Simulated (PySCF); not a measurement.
# What a mistake does to a calculation on B3ClH3 cation

These are calculations, not measurements. They come from PySCF 2.14.0, an open-source quantum chemistry program, on an isolated molecule that a program drew, which may never have been made. The molecule is B3ClH3 cation (charge +1, singlet), drawn as the SMILES string `BB[B+]Cl`.

Each row is a Hartree-Fock (HF) and frozen-core CCSD(T) single point in the cc-pV(D+d)Z basis, meant for a local HF minimum. Run 1 is clean. Each other run has one planted mistake out of seven kinds, and not every kind appears here: one electron removed, one electron added, multiplicity raised by two, geometry at a saddle point, minimal basis STO-3G, one bond length entered in bohr, all coordinates scaled. The reference is restricted for singlets and unrestricted otherwise, and also for a bond in bohr. Adding or removing an electron swaps singlet and doublet. Electrons count all cores. HOMO and LUMO are orbital energies over both spins, the gradient is its largest component, and the lowest frequency (negative if imaginary) is given only where the gradient is small. Bond lengths are over the 6 bonds as drawn. T1 is the CCSD diagnostic: over 0.02 (restricted) or 0.045 (unrestricted) a single reference is doubtful.

Geometry of the clean run:
```xyz
7
B3ClH3 cation, angstrom
B    -1.4731    0.7080   -2.0643
B    -0.8542    2.2777   -2.0426
B    -1.5991    3.5750   -1.2123
Cl   -2.3121    4.7942   -0.4237
H    -1.1337   -0.0745   -1.2269
H    -2.2332    0.3828   -2.9276
H     0.1507    2.5909   -2.6081
```

| run | electrons | basis functions | <S^2> | HOMO (eV) | LUMO (eV) | gradient (hartree/bohr) | lowest frequency (cm^-1) | mean bond (Å) | longest bond (Å) | T1 | HF (hartree) | CCSD(T) (hartree) | mistake |
|---|---|---|---|---|---|---|---|---|---|---|---|---|---|
| 1 | 34 | 80 | 0.000 | -17.20 | -5.81 | 1.1e-05 | 122 | 1.4336 | 1.711 | 0.0184 | -534.99097 | -535.40307 | no fault |
| 2 | 33 | 80 | 0.763 | -25.17 | -14.45 | 9.3e-02 | - | 1.4336 | 1.711 | 0.0239 | -534.41089 | -534.80253 | one electron removed |
| 3 | 34 | 80 | 0.000 | -17.07 | -6.17 | 5.0e-05 | -377 | 1.4495 | 1.772 | 0.0161 | -534.97526 | -535.38454 | geometry at a saddle point |
| 4 | 34 | 80 | 0.000 | -17.15 | -5.83 | 1.0e-02 | - | 1.4493 | 1.730 | 0.0186 | -534.99027 | -535.40299 | all coordinates scaled |
| 5 | 34 | 27 | 0.000 | -16.56 | -4.11 | 4.1e-02 | - | 1.4336 | 1.711 | 0.0197 | -529.14879 | -529.30270 | ? |
| 6 | 34 | 80 | 2.014 | -13.89 | -7.70 | 1.2e-01 | - | 1.4336 | 1.711 | 0.0209 | -534.88614 | -535.29146 | ? |

**Which mistake was planted in run 5, and what did it cost?**

It has 27 basis functions where the clean run has 80, with the same electrons and geometry. So the mistake is: minimal basis STO-3G. Subtracting run 1 and multiplying by 627.51 kcal/mol a hartree, the energy moved by 3666.0 kcal/mol in HF and 3828.0 kcal/mol in CCSD(T).

**Which mistake was planted in run 6, and what did it cost?**

Electrons, basis and geometry are unchanged, and <S^2> is 2.014, beside S(S+1) = 2.00 for a multiplicity of 3. So the mistake is: multiplicity raised by two. Subtracting run 1 and multiplying by 627.51 kcal/mol a hartree, the energy moved by 65.8 kcal/mol in HF and 70.0 kcal/mol in CCSD(T).

